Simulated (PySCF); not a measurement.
PySCF input (CCSD(T)/cc-pVDZ):

```python
from pyscf import gto, scf, mp, cc as ccmod

mol = gto.M(
    atom='''
    Si   -0.55320785    0.17136907   -0.17273039
    F     1.07473403   -0.08299006    0.27977855
    H    -0.70575794   -1.06312497   -1.11161160
    H    -1.22193838   -0.58913144    1.01183005
    ''',
    basis='cc-pvdz',
    charge=-1,
    spin=0,
    verbose=4,
)

mf = scf.RHF(mol)
mf.conv_tol = 1e-10
mf.max_cycle = 100
mf.kernel()
mp2 = mp.MP2(mf, frozen=6).run()
cc = ccmod.CCSD(mf, frozen=6)
cc.max_cycle = 100
cc.kernel()
et = cc.ccsd_t()
print(f'E(CCSD(T)) = {cc.e_tot + et:.9f}')
```

End of the output:

```
Extra cycle  E= -389.546718369717  delta_E= -1.36e-12  |g|= 4.12e-07  |ddm|= 1.75e-06
converged SCF energy = -389.546718369717

******** <class 'pyscf.mp.mp2.RMP2'> ********
nocc = 7, nmo = 36
frozen orbitals 6
E(RMP2) = -389.84008078685  E_corr = -0.293362417133174
E(SCS-RMP2) = -389.839928530094  E_corr = -0.293210160377004
E_corr(same-spin) = -0.0678747002109287
E_corr(oppo-spin) = -0.225487716922246

******** <class 'pyscf.cc.ccsd.CCSD'> ********
CC2 = 0
CCSD nocc = 7, nmo = 36
frozen orbitals 6
max_cycle = 100
direct = 0
conv_tol = 1e-07
conv_tol_normt = 1e-05
diis_space = 6
diis_start_cycle = 0
diis_start_energy_diff = 1e+09
Init t2, MP2 energy = -389.840080784142  E_corr(MP2) -0.293362414425248
Init E_corr(CCSD) = -0.293362414425345
cycle = 1  E_corr(CCSD) = -0.30762057257125  dE = -0.0142581581  norm(t1,t2) = 0.0534752
cycle = 2  E_corr(CCSD) = -0.316078658175818  dE = -0.0084580856  norm(t1,t2) = 0.0180049
cycle = 3  E_corr(CCSD) = -0.317419797510088  dE = -0.00134113933  norm(t1,t2) = 0.00879472
cycle = 4  E_corr(CCSD) = -0.318799220368053  dE = -0.00137942286  norm(t1,t2) = 0.00351978
cycle = 5  E_corr(CCSD) = -0.318730431843241  dE = 6.87885248e-05  norm(t1,t2) = 0.000883161
cycle = 6  E_corr(CCSD) = -0.31868554213479  dE = 4.48897085e-05  norm(t1,t2) = 0.000318186
cycle = 7  E_corr(CCSD) = -0.318690132378526  dE = -4.59024374e-06  norm(t1,t2) = 0.000115321
cycle = 8  E_corr(CCSD) = -0.318693325764881  dE = -3.19338636e-06  norm(t1,t2) = 3.56633e-05
cycle = 9  E_corr(CCSD) = -0.31869292733559  dE = 3.98429291e-07  norm(t1,t2) = 1.55599e-05
cycle = 10  E_corr(CCSD) = -0.318693118128788  dE = -1.90793198e-07  norm(t1,t2) = 6.90867e-06
cycle = 11  E_corr(CCSD) = -0.318693019992531  dE = 9.81362573e-08  norm(t1,t2) = 2.47873e-06
CCSD converged
E(CCSD) = -389.8654113897097  E_corr = -0.3186930199925307
CCSD(T) correction = -0.00525211900697116
E(CCSD(T)) = -389.870663509
```

It need not be the lowest isomer of its formula. Whether it binds its extra electron was not tested at this geometry.
